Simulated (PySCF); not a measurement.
From one molecule to another.

First species: C8H9FO2.
SMILES: `CC#CCCOC(=O)/C=C/F`

Second species: C₃H₁₄N₂SSi₂.
SMILES: `C[SiH2]S[Si@@H](N)N(C)C`

Levels: PBE0/pcSseg-1 for dipole moment, HOMO energy, LUMO energy and HOMO–LUMO gap; GFN2-xTB for rotational constant A and rotational constant C. Geometries: GFN2-xTB. Each structure is a single optimised conformer of the isolated species, non-relativistic unless stated; the electronic structure was computed with PySCF and density fitting.

The conformers computed, where there is a choice (atom-mapped SMILES and torsion angles):
- `[CH3:1][C:2]#[C:3][CH2:4][CH2:5][O:6][C:7](=[O:8])/[CH:9]=[CH:10]/[F:11]`: C3–C4–C5–O6 -177°, C4–C5–O6–C7 -82°, C5–O6–C7–O8 -1°, O6–C7–C9–C10 180°
- `[CH3:1][SiH2:2][S:3][Si@@H:4]([NH2:5])[N:6]([CH3:7])[CH3:8]`: C1–Si2–S3–Si4 170°, Si2–S3–Si4–N5 43°, S3–Si4–N6–C7 -174°, H–N5–Si4–S3 -67°, H–N5–Si4–S3 69°

Problem. Which of the two has the higher HOMO–LUMO gap, and by how much?

Solution. The second: 7.05 eV against 6.07 eV, a difference of 0.98 eV.

Problem. Which of the two has the higher HOMO energy, and by how much?

Solution. The second: -6.45 eV against -7.39 eV, a difference of 0.94 eV.

Problem. Which has the higher rotational constant A?

Solution. The first: 5.503 GHz against 2.648 GHz, a difference of 2.855 GHz.

Problem. Which has the higher rotational constant C?

Solution. The second: 0.504 GHz against 0.299 GHz, a difference of 0.205 GHz.

Problem. Which of the two has the higher LUMO energy, and by how much?

Solution. The second: 0.60 eV against -1.32 eV, a difference of 1.92 eV.

Problem. Which of the two has the higher dipole moment, and by how much?

Solution. The first: 1.67 D against 1.26 D, a difference of 0.41 D.

On the first: The dipole matches unit charges of opposite sign 0.35 Å apart (1 e·Å = 4.8032 D). GFN2-xTB frequencies show an imaginary mode (24i cm⁻¹), so this geometry is no minimum at that level.

On the second: A dipole of 1.26 D is allowed in C1, and pure rotational transitions are dipole-allowed. The dipole matches unit charges of opposite sign 0.26 Å apart (1 e·Å = 4.8032 D).
